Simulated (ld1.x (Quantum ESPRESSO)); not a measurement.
Which change was made? (Ca, TM)

- Element: calcium (Ca)
- Generator: ld1.x (Quantum ESPRESSO) 7.5
- Type: norm-conserving Troullier–Martins (Kleinman–Bylander form)
- Functional: PBE
- Relativity: scalar-relativistic
- Frozen core: [Ne]
- Valence charge: 10
- Reference configuration: 3s2 3p6 3d0 4s2 4p0
- Partial waves: 3s (bound): rc 1.85 bohr; 3p (bound): rc 1.75 bohr; 3d (bound, empty): rc 3.05 bohr; 4f channel at 0.25 Ry: rc 2.50 bohr
- Local potential: all-electron potential smoothed inside 2.50 bohr (lloc = -1)
- Core correction: none

Occupied shells without a wave of their own: 4s. They enter only through the test configuration that unscreens the potential.

Cutoffs, loose and tight: the cutoffs (Ry, on a coarse ladder) from which the occupation-weighted sum of valence levels, in a spherical-Bessel basis at the reference potential, stays within 10 and 1 mRy of its value at 400 Ry. They do not see the model core or the augmentation charge, which bear on the density cutoff. Test errors are all-electron minus pseudo excitation energies from the reference, over the configurations 3s2 3p6 3d0 4s1 4p0; 3s2 3p6 3d0 4s0 4p0; 3s2 3p6 3d0 4s1.5 4p0; 3s2 3p6 3d0.5 4s1.5 4p0; 3s2 3p6 3d0 4s1 4p1; 3s2 3p5 3d0 4s2 4p0; 3s2 3p6 3d0 4s0 4p1; variants that change the core or the reference have their own tests.

The base gives: outcome: generated, misses its reference levels by 0.25 eV; cutoff, loose: 30 Ry; cutoff, tight: 55 Ry; bound ghosts: none; largest test error (meV): -995.

On the changes marked as counting shells twice: ld1.x takes every shell without a wave as core, so the model core holds the marked electrons as well and exchange and correlation see them twice. This cancels in the reference configuration, but the file is broken for other ones, and its errors say nothing about a proper core correction.

Task: After one change the result is: outcome: generated, misses its reference levels by 0.25 eV; cutoff, loose: 30 Ry; cutoff, tight: 55 Ry; bound ghosts: none; largest test error (meV): -1667. Which change was it?
A. core correction full core density, not smoothed (it rises at the typed radius of 1.94 bohr, so ld1.x skipped the fit) (4s counted twice)
B. local potential all-electron potential smoothed inside 3.62 bohr (lloc = -1)
C. all radii scaled by about 1.32 (s 2.44, p 2.30, d 4.02, f 3.28 bohr); local potential all-electron potential smoothed inside 3.28 bohr (lloc = -1)

Result: A. The others give: local potential all-electron potential smoothed inside 3.62 bohr (lloc = -1) → outcome: generated, misses its reference levels by 0.66 eV; cutoff, loose: 30 Ry; cutoff, tight: 55 Ry; bound ghosts: none; largest test error (meV): +2470 | all radii scaled by about 1.32 (s 2.44, p 2.30, d 4.02, f 3.28 bohr); local potential all-electron potential smoothed inside 3.28 bohr (lloc = -1) → outcome: generated, misses its reference levels by 0.61 eV; cutoff, loose: 30 Ry; cutoff, tight: 45 Ry; bound ghosts: none; largest test error (meV): +2267.
